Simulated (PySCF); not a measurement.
2,3-dihydrothiophene (C4H6S), SMILES C1=CSCC1.

Geometry: PBE0-D3(BJ)/def2-SVP. One conformer was computed; it need not be the lowest.

Computed with PBE0-D3(BJ)/def2-SVP (PySCF).

Frequencies are harmonic and unscaled.

```
mode  ν (cm⁻¹)  IR (km/mol)  moving atoms (share of kinetic energy)
----  --------  -----------  --------------------------------------
1          165          0.9                  H 48 %, C 40 %, S 12 %
2          413          3.0                          C 61 %, H 34 %
3          508          0.6                  C 46 %, S 37 %, H 17 %
4          661         23.3                  H 43 %, C 42 %, S 15 %
5          689         21.0                  C 42 %, H 40 %, S 18 %
6          705         15.3                  C 43 %, H 40 %, S 16 %
7          805         25.1                   C 63 %, H 28 %, S 8 %
8          858          2.2                          C 51 %, H 47 %
9          932          1.7                          H 76 %, C 24 %
10         941          3.3                          C 62 %, H 38 %
11         993          2.5                          H 57 %, C 42 %
12        1029          5.2                          H 55 %, C 44 %
13        1104          1.7                                  H 96 %
14        1137          1.2                          H 86 %, C 13 %
15        1198          3.6                          H 72 %, C 28 %
16        1264         14.5                          H 80 %, C 20 %
17        1314          2.2                          H 72 %, C 28 %
18        1344          0.7                          C 51 %, H 49 %
19        1440          3.9                                  H 92 %
20        1459          2.7                          H 89 %, C 11 %
21        1676         12.9                                  C 93 %
22        3028         30.9                                  H 94 %
23        3082         15.2                                  H 94 %
24        3111         15.7                           H 91 %, C 9 %
25        3167          4.7                          H 90 %, C 10 %
26        3224          0.5                           H 92 %, C 8 %
27        3252          2.1                           H 91 %, C 9 %
```
